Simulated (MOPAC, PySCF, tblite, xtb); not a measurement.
Dissociation curve of SMILES [OH2+][AlH3-]. The Al1–O5 bond (Al1 also carries H, H, H; O5 carries H, H) is varied alone, starting from the PBE0/def2-TZVP optimised geometry.

Levels: GFN2-xTB, 300 K electronic temperature (tblite); GFN1-xTB (xtb); PM3, restricted, heats of formation (MOPAC); UCCSD(T) = CCSD(T) on UHF/cc-pVDZ, 6 core orbitals frozen run with PySCF.

Energies relative to the lowest point of each curve near equilibrium, in eV; the last columns give the difference from UCCSD(T):

```csv
R / Å,GFN2-xTB,GFN1-xTB,PM3,UCCSD(T),GFN2-xTB − UCCSD(T),GFN1-xTB − UCCSD(T),PM3 − UCCSD(T)
1.63,0.503,0.804,1.087,1.461,-0.959,-0.658,-0.374
1.73,0.179,0.373,0.386,0.736,-0.557,-0.363,-0.350
1.82,0.047,0.159,0.084,0.349,-0.302,-0.191,-0.265
1.92,0.000,0.040,0.000,0.115,-0.115,-0.075,-0.115
1.98,0.002,0.009,0.027,0.043,-0.041,-0.034,-0.016
2.03,0.015,0.000,0.072,0.011,0.004,-0.011,0.061
2.11,0.053,0.010,0.160,0.000,0.053,0.010,0.160
2.17,0.092,0.032,0.222,0.015,0.077,0.017,0.208
2.25,0.153,0.076,0.296,0.056,0.097,0.020,0.240
2.34,0.231,0.139,0.373,0.119,0.112,0.020,0.254
2.50,0.383,0.274,0.580,0.252,0.131,0.022,0.327
2.73,0.602,0.484,1.135,0.442,0.160,0.041,0.692
3.02,0.843,0.719,1.756,0.641,0.202,0.078,1.115
3.36,1.051,0.922,1.904,0.812,0.239,0.110,1.093
3.69,1.178,1.053,1.862,0.930,0.249,0.123,0.933
4.02,1.254,1.140,1.819,1.015,0.239,0.126,0.805
4.52,1.312,1.226,1.779,1.099,0.213,0.127,0.680
4.99,1.338,1.275,1.761,1.144,0.194,0.132,0.617
5.46,1.351,1.306,1.755,1.168,0.183,0.139,0.587
6.05,1.361,1.328,1.754,1.183,0.178,0.145,0.571
7.17,1.370,1.343,1.757,1.194,0.176,0.148,0.562
```

GFN2-xTB is furthest from UCCSD(T) at 1.63 (-0.959 eV, below); its mean absolute difference over the points is 0.213 eV.

GFN1-xTB is furthest from UCCSD(T) at 1.63 (-0.658 eV, below); its mean absolute difference over the points is 0.123 eV.

PM3 is furthest from UCCSD(T) at 3.02 (1.115 eV, above); its mean absolute difference over the points is 0.477 eV.
